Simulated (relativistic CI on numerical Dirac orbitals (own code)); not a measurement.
Hyperfine structure of Gd LXIII, mass number 157

Calculated at this level of theory: Dirac-Coulomb-Breit CI, separate exchange-only KLI orbitals for each configuration, a model potential for QED, unscaled Slater integrals (own radial code, finite nucleus).

CI space: 1s², 1s2s, 1s2p, 1s3s, 1s3p, 1s3d, 1s4s, 1s4p, 1s4d, 1s4f, 1s5s, 1s5p, 1s5d, 1s5f, 1s5g, 1s6s, 1s6p, 1s6d, 2s². Levels of other configurations are missing.

Nuclear spin I = 3/2, μ = -0.3398 μN, Q = 1.35 b (tables of Stone and Pyykkö). The electronic factors are computed for point nuclear moments, without core polarisation or the Bohr-Weisskopf and QED corrections.

| Level | E (eV) | A (GHz) | B (GHz) |
| --- | --- | --- | --- |
| 1s2s ³S1 | 43145.5 | -12170 | -0.0342 |
| 1s2p ³P°1 | 43241.3 | -11150 | -52.3 |
| 1s2p ³P°2 | 44062.6 | -5430 | 1510 |
| 1s2p ¹P°1 | 44105.2 | 5163 | 801 |
| 1s3s ³S1 | 51391.2 | -11120 | -0.0431 |
| 1s3p ³P°1 | 51417.0 | -10820 | -14.2 |
| 1s3p ³P°2 | 51661.3 | -5368 | 473 |
| 1s3d ³D2 | 51670.6 | -5358 | 93.6 |

Levels with J = 0, under 50 % of one LS term, or S terms without an open s electron are left out. Small factors come from cancelling terms and can be off by tens of per cent or more.

At this charge energies of transitions that change n are usually good to better than 1 %, and those within a shell (Δn = 0) to a few per cent.

**Question.** Give the hyperfine levels of 1s2s ³S1 relative to its centre of gravity.

**Answer.** With K = F(F + 1) − I(I + 1) − J(J + 1), E = AK/2 + B[¾K(K + 1) − I(I + 1)J(J + 1)]/[2I(2I − 1)J(2J − 1)]: F = 1/2: 30420, F = 3/2: 12170, F = 5/2: -18250 GHz.

LS names give the leading component of a level, which can be under half, so a name can repeat, a term be missing and a line seem to break the LS rules.
